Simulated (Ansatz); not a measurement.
Correlation energies of C3H3AlOSe, SMILES `O=[CH][AlH][C]#C[SeH]` by basis set

Cartesian coordinates in Å:
```
O 1.715 1.876 0.237
C 1.739 1.387 -0.870
Al 0.533 -0.182 -1.313
C -0.679 -0.718 0.031
C -1.452 -1.041 0.917
Se -2.644 -1.613 2.159
H 2.448 1.825 -1.620
H 0.605 -0.922 -2.710
H -2.265 -0.611 3.169
```

Charge 0, multiplicity 1. Correlated methods include outer-core shells of Se, which these sets cover unevenly. Scalar relativity is left out up to krypton. All single points use the PBE0-D4/def2-TZVP geometry. It is one conformer, not always the lowest. Frozen core, restricted reference, Ansatz.

```
     basis      HF (Eh)  MP2 corr.
  def2-SVP  -2831.36700   -0.84176
def2-TZVPP  -2831.97398   -1.01958
def2-QZVPP  -2832.03640   -1.37487
```

Task: Estimate the CCSD correlation energy and the (T) correction in each basis where they were run (hartree).

Result: 
```json
{"basis": "def2-SVP", "CCSD corr.": "-0.87340", "(T)": "-0.03251"}
{"basis": "def2-TZVPP", "CCSD corr.": "-1.04317", "(T)": "-0.04986"}
```
